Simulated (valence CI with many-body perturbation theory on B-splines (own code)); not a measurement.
## K VII: calculated level list

Computed by relativistic CI+MBPT: three valence electrons over a frozen Dirac-Fock core [Ne], radial functions for each j: 11 s, 11 p, 10 d, 8 f, 5 g, 2 h, with the one-electron correlation potential Σ1 (screened to all orders), the two-electron term Σ2, the three-electron term Σ3, Breit, model QED; selected single and double excitations, second order for the rest, scaled by the run's own slope (own B-spline code, finite nucleus).

Set against measurement, 69 paired levels are off by 138 cm⁻¹ on average, the worst by 367. These come from a selection out of Sansonetti, J. Phys. Chem. Ref. Data 37, 7 (2008). Levels without a partner in it may be off by more.

Levels 46 to 90 of 196, with energies above the lowest level, 3s²3p ²P°_1/2. "Leading %" is the weight of the configuration and term that name the level; weights of strongly mixed levels are sums over their largest components and can fall short. In the jj column 3d3/2^4 stands for four electrons in 3d with j = 3/2.

| No. | Configuration | Term | J | E (cm⁻¹) | Leading % | Leading jj | Second component |
| --- | --- | --- | --- | --- | --- | --- | --- |
| 46 | 3p²3d | ⁴F | 3/2 | 508800 | 99 | 3p1/2 3p3/2 3d3/2 (40 %) |  |
| 47 | 3p²3d | ⁴F | 5/2 | 509460 | 98 | 3p1/2 3p3/2 3d3/2 (55 %) |  |
| 48 | 3p²3d | ⁴F | 7/2 | 510380 | 98 | 3p1/2 3p3/2 3d5/2 (59 %) |  |
| 49 | 3p²3d | ⁴F | 9/2 | 511520 | 98 | 3p3/2^2 3d5/2 (58 %) |  |
| 50 | 3p²3d | ²P | 3/2 | 517080 | 88 | 3p1/2 3p3/2 3d5/2 (45 %) | 6 % 3s3d² ²P |
| 51 | 3p²3d | ²P | 1/2 | 518690 | 64 | 3p1/2 3p3/2 3d3/2 (68 %) | 30 % 3p²3d ⁴D |
| 52 | 3p²3d | ⁴D | 3/2 | 520690 | 94 | 3p1/2 3p3/2 3d5/2 (35 %) |  |
| 53 | 3p²3d | ⁴D | 5/2 | 520900 | 98 | 3p3/2^2 3d3/2 (30 %) |  |
| 54 | 3p²3d | ⁴D | 1/2 | 521060 | 69 | 3p3/2^2 3d5/2 (41 %) | 28 % 3p²3d ²P |
| 55 | 3p²3d | ⁴D | 7/2 | 521590 | 98 | 3p3/2^2 3d5/2 (48 %) |  |
| 56 | 3p²3d | ²G | 7/2 | 528650 | 86 | 3p1/2 3p3/2 3d3/2 (49 %) | 12 % 3s3d² ²G |
| 57 | 3p²3d | ²G | 9/2 | 528990 | 85 | 3p1/2 3p3/2 3d5/2 (50 %) | 12 % 3s3d² ²G |
| 58 | 3p²3d | ²D | 5/2 | 545600 | 80 | 3p1/2 3p3/2 3d5/2 (58 %) | 15 % 3s3d² ²D |
| 59 | 3p²3d | ²D | 3/2 | 546040 | 81 | 3p1/2 3p3/2 3d3/2 (34 %) | 15 % 3s3d² ²D |
| 60 | 3p²3d | ⁴P | 5/2 | 550750 | 95 | 3p1/2 3p3/2 3d5/2 (41 %) |  |
| 61 | 3p²3d | ⁴P | 3/2 | 551390 | 97 | 3p3/2^2 3d3/2 (33 %) |  |
| 62 | 3p²3d | ⁴P | 1/2 | 551790 | 98 | 3p3/2^2 3d3/2 (51 %) |  |
| 63 | 3s3p4s | ⁴P° | 1/2 | 566210 | 98 | 3s 3p1/2 4s (89 %) |  |
| 64 | 3s3p4s | ⁴P° | 3/2 | 567280 | 98 | 3s 3p1/2 4s (59 %) |  |
| 65 | 3p²3d | ²P | 1/2 | 568900 | 72 | 3p1/2 3p3/2 3d5/2 (51 %) | 22 % 3s3d² ²P |
| 66 | 3s3p4s | ⁴P° | 5/2 | 569260 | 98 | 3s 3p3/2 4s (98 %) |  |
| 67 | 3p²3d | ²P | 3/2 | 569450 | 54 | 3p1/2 3p3/2 3d5/2 (23 %) | 16 % 3s3d² ²P |
| 68 | 3s²4d | ²D | 3/2 | 570790 | 65 | 3s^2 4d3/2 (65 %) | 15 % 3p²3d ²P |
| 69 | 3s²4d | ²D | 5/2 | 570930 | 86 | 3s^2 4d5/2 (86 %) | 7 % 3p²3d ²D |
| 70 | 3p²3d | ²S | 1/2 | 572280 | 84 | 3p1/2 3p3/2 3d3/2 (26 %) | 12 % 3s3d² ²S |
| 71 | 3p²3d | ²D | 3/2 | 573260 | 67 | 3p3/2^2 3d3/2 (20 %) | 19 % 3s²4d ²D |
| 72 | 3p²3d | ²D | 5/2 | 575110 | 84 | 3p3/2^2 3d5/2 (62 %) | 7 % 3s²4d ²D |
| 73 | 3s3p4s | ²P° | 1/2 | 579690 | 95 | 3s 3p1/2 4s (72 %) |  |
| 74 | 3p²3d | ²F | 5/2 | 581300 | 82 | 3p1/2 3p3/2 3d5/2 (27 %) | 14 % 3s3d² ²F |
| 75 | 3s3p4s | ²P° | 3/2 | 581810 | 95 | 3s 3p3/2 4s (86 %) |  |
| 76 | 3p²3d | ²F | 7/2 | 581950 | 83 | 3p1/2 3p3/2 3d5/2 (40 %) | 13 % 3s3d² ²F |
| 77 | 3s3d² | ⁴F | 3/2 | 590230 | 98 | 3s 3d3/2^2 (66 %) |  |
| 78 | 3s3d² | ⁴F | 5/2 | 590280 | 98 | 3s 3d3/2 3d5/2 (66 %) |  |
| 79 | 3s3d² | ⁴F | 7/2 | 590360 | 98 | 3s 3d3/2 3d5/2 (79 %) |  |
| 80 | 3s3d² | ⁴F | 9/2 | 590460 | 98 | 3s 3d5/2^2 (79 %) |  |
| 81 | 3s3d² | ⁴P | 1/2 | 608670 | 96 | 3s 3d3/2^2 (38 %) |  |
| 82 | 3s3d² | ⁴P | 3/2 | 608720 | 96 | 3s 3d3/2 3d5/2 (88 %) |  |
| 83 | 3s²4f | ²F° | 5/2 | 608720 | 94 | 3s^2 4f5/2 (94 %) |  |
| 84 | 3s²4f | ²F° | 7/2 | 608740 | 94 | 3s^2 4f7/2 (94 %) |  |
| 85 | 3s3d² | ⁴P | 5/2 | 608790 | 96 | 3s 3d3/2 3d5/2 (49 %) |  |
| 86 | 3p²3d | ²D | 5/2 | 609780 | 90 | 3p3/2^2 3d5/2 (37 %) |  |
| 87 | 3p²3d | ²D | 3/2 | 610860 | 90 | 3p3/2^2 3d3/2 (45 %) |  |
| 88 | 3s3p4p | ²P | 1/2 | 618560 | 60 | 3s 3p1/2 4p1/2 (75 %) | 36 % 3s3p4p ⁴D |
| 89 | 3s3p4p | ²P | 3/2 | 619570 | 63 | 3s 3p1/2 4p1/2 (52 %) | 32 % 3s3p4p ⁴D |
| 90 | 3s3p4p | ⁴D | 1/2 | 620670 | 62 | 3s 3p1/2 4p3/2 (35 %) | 34 % 3s3p4p ²P |

Names give the largest LS component (configuration and term), which can be under half, so a name can repeat, a term be missing and a line seem to break the LS rules; names also repeat where a configuration has a term twice.

Where two levels of one J and parity lie close, their mixing, g and order are uncertain.
